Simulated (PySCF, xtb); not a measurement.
C₅H₆F₂, SMILES FC(F)[C@H]1C=CC1.

GFN2-xTB run with xtb at its own geometry gives an orbital gap of 5.13 eV and a dipole moment of 2.60 D.

Coordinates come from a PBE0-D3(BJ)/def2-SVP optimisation. The structure was generated by enumeration; whether it is a known compound was not checked. The values are those of a single conformer.

Q: What does PBE/def2-TZVP run with PySCF give? (Estimate from the structure and the level; the computed values follow.)

A: gap 5.37 eV (levels -6.38 and -1.01 eV), dipole 1.82 D.
